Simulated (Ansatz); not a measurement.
A single point on BH₆NSiZn.

```yaml
crystal:
  periodic: [false, false, false]
  atoms:
    - {symbol: N, position_ang: [-1.075216, 1.223835, -0.382705]}
    - {symbol: B, position_ang: [0.171196, 0.760955, 0.022001]}
    - {symbol: Si, position_ang: [0.387328, -1.081901, 0.822447]}
    - {symbol: Zn, position_ang: [1.332573, -0.569691, -2.507712]}
    - {symbol: H, position_ang: [-1.909537, 0.660958, -0.376676]}
    - {symbol: H, position_ang: [-1.226250, 2.155220, -0.734328]}
    - {symbol: H, position_ang: [1.725365, -1.680354, 0.555576]}
    - {symbol: H, position_ang: [-0.645259, -2.042277, 0.329299]}
    - {symbol: H, position_ang: [0.232078, -1.008135, 2.308057]}
    - {symbol: H, position_ang: [1.091023, 1.530391, -0.033060]}
basis:
  gaussian: {orbitals: def2-TZVPP}
hamiltonian: {xc: pbe}
correlation: {method: rpa, frozen_orbitals: {B: 1, H: 0, "N": 1, Si: 5, Zn: 9}}
```

```sh
$ ansatz run in.yaml --threads 4 --pin off --events-out ev --progress --plain
```

Output, abridged:

```
Functional definition: PBE
1527 factors; integrals over basis functions are off by at most 1.1e-3 eV
mean field evaluation 1: about -58518.9838 eV, gradient 1.0e2 eV
mean field evaluation 2: about -58518.9751 eV, gradient 1.0e2 eV
mean field evaluation 4: about -58547.2361 eV, gradient 2.0e1 eV
mean field evaluation 8: about -58548.7574 eV, gradient 8.3e-1 eV
mean field evaluation 16: about -58548.7566 eV, gradient 5.5e-3 eV
mean field -58548.75656752 eV, -2151.6271180839 hartree, gradient 4.0e-6 eV, S^2 0.000000; 1 other end points of the search recorded, 0 dependent functions left out
16 core orbitals not correlated: weight in the atoms' cores, before any rotation towards them, 1.000 or more for the frozen orbitals, at most 0.000 for the correlated occupied ones
reference -58486.98363042 eV, -2149.3570045167 hartree; 15, 15 occupied and 221, 221 virtual orbitals, 1527 factors
Total energy: -58526.10716212 eV, -2150.7947677878 hartree
```

It took 6 s on 4 threads of a server CPU on a shared host, with 0.63 GiB of host memory at the peak.
